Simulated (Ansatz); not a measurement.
Stepwise reaction of `[NH2][Zr]([OH])([OH])[Cl]` with hydrogen chloride, as a gas-phase model of exchange steps in deposition or etching. ΔE in kJ/mol; ΔG adds harmonic PBE0-D4 terms to CCSD(T)/CBS, at 1 bar.

Program: Ansatz. Geometries: PBE0-D4/def2-TZVP. ΔE: electronic, gas phase. CBS: MP2 limit from def2 TZ/QZ plus the TZ coupled-cluster correction, frozen cores. This one scheme is used for every species. Functionals use def2-TZVPP. B3LYP here is the variant with VWN-RPA as its local correlation; programs differ in this. Elements past krypton have def2 core potentials. For Zr outer-core shells are correlated without core-valence functions, which leaves a few kJ/mol of doubt a bond. One conformer a species, not always the lowest.

```json
{"step": "1", "reaction": "`[NH2][Zr]([OH])([OH])[Cl]` + HCl → `[NH2][Zr]([OH])([Cl])[Cl]` + H₂O", "PBE-D4": "-39.0", "B3LYP-D4": "-36.6", "ωB97M-V": "-35.5", "CCSD(T)/CBS": "-39.7", "ΔG(400 K)": "-29.4"}
```

Question: Give the row of step 2, `[NH2][Zr]([OH])([Cl])[Cl]` + HCl → `[NH2][Zr]([Cl])([Cl])[Cl]` + H₂O. (An estimate is asked.)

Answer: Computed: 
```json
{"step": "2", "reaction": "`[NH2][Zr]([OH])([Cl])[Cl]` + HCl → `[NH2][Zr]([Cl])([Cl])[Cl]` + H₂O", "PBE-D4": "-25.3", "B3LYP-D4": "-22.9", "ωB97M-V": "-20.5", "CCSD(T)/CBS": "-26.6", "ΔG(400 K)": "-24.6"}
```

Question: By hand: ΔE of the 2 steps together at CCSD(T)/CBS.

Answer: (-39.7) + (-26.6) = -66.3 kJ/mol, or -33.2 kJ/mol a step.

In ΔE each step is higher than the one before. All are downhill at CCSD(T)/CBS. ΔG lies between -29.4 and -24.6 kJ/mol a step. PBE-D4 differs from CCSD(T)/CBS by 0.7 to 1.3 kJ/mol a step. Only this route is followed, and other bonds may react first. Isolated molecules leave out the surface, adducts and barriers. Largest T1 diagnostic: 0.016.
